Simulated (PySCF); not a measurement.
# Whose spectrum? (photoacid generator cation)

All values: TDA PBE0/def2-SVP, gas phase, PySCF SCF with an in-house response code, fitting set def2-universal-JFIT up to Ne and JKFIT beyond, grid level 1 (kernel 0), vertical, one conformer each, geometries GFN2-xTB; core orbitals frozen in the response, virtual orbitals above 1.5 Eh left out. The lowest 6 singlets were sought, and the brightest is taken among them. The runs took 2 to 3 CPU minutes each on shared server CPUs.

Some members have dark charge-transfer states, which this functional places too low. Spin-orbit coupling is left out, which matters for the heavier atoms here.

One system has its HOMO at -10.75 eV, its LUMO at -6.16 eV and these singlet states:

| state | eV | f |
| --- | --- | --- |
| S1 | 3.55 | 0.002 |
| S2 | 3.89 | 0.004 |
| S3 | 4.07 | 0.002 |
| S4 | 4.18 | 0.025 |
| S5 | 4.50 | 0.024 |
| S6 | 4.87 | 0.090 |

(1) Which is it?
A. CC(C)(C)c1cccc([I+]c2ccccc2)c1 ([C16H18I]+)
B. O=Cc1cccc([I+]c2ccccc2)c1 ([C13H10IO]+)
C. CC(C)(C)c1ccc([I+]c2ccccc2)cc1 ([C16H18I]+)
D. COc1cccc([I+]c2ccccc2)c1 ([C13H12IO]+)
E. CC(=O)c1ccccc1[I+]c1ccccc1 ([C14H12IO]+)

(2) How do the candidates compare?

Results:

(1) A.

(2) 
```csv
system,HOMO / eV,LUMO / eV,S1 / eV,f(S1),brightest state sought / eV
CC(=O)c1ccccc1[I+]c1ccccc1,-10.94,-5.84,3.67,0.000,4.57
CC(C)(C)c1ccc([I+]c2ccccc2)cc1,-10.82,-5.99,3.82,0.022,4.59
CC(C)(C)c1cccc([I+]c2ccccc2)c1,-10.75,-6.16,3.55,0.002,4.87
COc1cccc([I+]c2ccccc2)c1,-10.16,-6.12,3.03,0.003,4.28
O=Cc1cccc([I+]c2ccccc2)c1,-10.74,-6.36,3.55,0.002,3.71
```
